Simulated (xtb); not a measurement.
xtb input (GFN2-xTB):

```bash
xtb mol.xyz --gfn 2 --sp --chrg 1 --uhf 0
```
mol.xyz:
```
4

Te     0.00213962    -0.29871663     0.24641400
Cl    -2.40903513    -0.51573162    -0.18505640
Cl     0.00038125     1.95521778    -0.32968611
Cl     2.40210915    -0.52576471    -0.23899445
```

End of the output:

```
         :::::::::::::::::::::::::::::::::::::::::::::::::::::
         ::                     SUMMARY                     ::
         :::::::::::::::::::::::::::::::::::::::::::::::::::::
         :: total energy             -16.308957930538 Eh    ::
         :: gradient norm              0.046819824496 Eh/a0 ::
         :: HOMO-LUMO gap              1.241781060650 eV    ::
         ::.................................................::
         :: SCC energy               -16.311995264977 Eh    ::
         :: -> isotropic ES            0.111554793421 Eh    ::
         :: -> anisotropic ES         -0.007483465252 Eh    ::
         :: -> anisotropic XC         -0.009545571270 Eh    ::
         :: -> dispersion             -0.004327214222 Eh    ::
         :: repulsion energy           0.003037334439 Eh    ::
         :: add. restraining           0.000000000000 Eh    ::
         :: total charge               1.000000000000 e     ::
         :::::::::::::::::::::::::::::::::::::::::::::::::::::

           -------------------------------------------------
          |                Property Printout                |
           -------------------------------------------------

    * Orbital Energies and Occupations

         #    Occupation            Energy/Eh            Energy/eV
      -------------------------------------------------------------
         1        2.0000           -1.2684099             -34.5152
         2        2.0000           -1.2571598             -34.2091
         3        2.0000           -1.2467509             -33.9258
         4        2.0000           -1.0859614             -29.5505
         5        2.0000           -0.7436536             -20.2358
         6        2.0000           -0.7357642             -20.0212
         7        2.0000           -0.7024580             -19.1149
         8        2.0000           -0.6747129             -18.3599
         9        2.0000           -0.6608348             -17.9822
        10        2.0000           -0.6564313             -17.8624
        11        2.0000           -0.6510646             -17.7164
        12        2.0000           -0.6484861             -17.6462
        13        2.0000           -0.6337891             -17.2463 (HOMO)
        14                         -0.5881545             -16.0045 (LUMO)
        15                         -0.4952095             -13.4753
        16                         -0.4408845             -11.9971
        17                         -0.2236022              -6.0845
        18                         -0.2162012              -5.8831
        19                         -0.2142008              -5.8287
        20                         -0.2141951              -5.8285
        21                         -0.2084711              -5.6728
        22                         -0.2067563              -5.6261
        23                         -0.1994762              -5.4280
        24                         -0.1986348              -5.4051
       ...                                ...                  ...
        36                          0.9737930              26.4983
      -------------------------------------------------------------
                  HL-Gap            0.0456346 Eh            1.2418 eV
             Fermi-level           -0.6109718 Eh          -16.6254 eV

     #   Z          covCN         q      C6AA      α(0)
     1  52 Te       2.429     0.301   398.191    36.880
     2  17 Cl       0.803     0.230    92.458    14.709
     3  17 Cl       0.824     0.239    92.242    14.693
     4  17 Cl       0.803     0.230    92.458    14.709

 Mol. C6AA /au·bohr⁶  :       2365.153182
 Mol. C8AA /au·bohr⁸  :     149007.903962
 Mol. α(0) /au        :         80.991628

Wiberg/Mayer (AO) data.
largest (>0.10) Wiberg bond orders for each atom

 ---------------------------------------------------------------------------
     #   Z sym  total        # sym  WBO       # sym  WBO       # sym  WBO
 ---------------------------------------------------------------------------
     1  52 Te   4.284 --     3 Cl   1.459     4 Cl   1.413     2 Cl   1.413
     2  17 Cl   1.748 --     1 Te   1.413     4 Cl   0.206     3 Cl   0.129
     3  17 Cl   1.716 --     1 Te   1.459     4 Cl   0.129     2 Cl   0.129
     4  17 Cl   1.748 --     1 Te   1.413     2 Cl   0.206     3 Cl   0.129
 ---------------------------------------------------------------------------

Topologies differ in total number of bonds
Writing topology from bond orders to xtbtopo.mol

molecular dipole:
                 x           y           z       tot (Debye)
 q only:       -0.002       0.260      -0.193
   full:       -0.001      -0.008      -0.108       0.274
molecular quadrupole (traceless):
                xx          xy          yy          xz          yz          zz
 q only:        7.491      -0.025      -1.069      -0.157      -0.671      -6.422
  q+dip:        9.894      -0.039      -1.119      -0.212      -1.457      -8.775
   full:        6.355      -0.018      -0.342      -0.139      -0.346      -6.013

           -------------------------------------------------
          | TOTAL ENERGY              -16.308957930538 Eh   |
          | GRADIENT NORM               0.046819824496 Eh/α |
          | HOMO-LUMO GAP               1.241781060650 eV   |
           -------------------------------------------------

------------------------------------------------------------------------
------------------------------------------------------------------------
Note: The following floating-point exceptions are signalling: IEEE_UNDERFLOW_FLAG IEEE_DENORMAL
normal termination of xtb
 total:
 SCF:
```

This state (charge 1, singlet) is run at the relaxed geometry of the species with charge 0 and multiplicity 2.
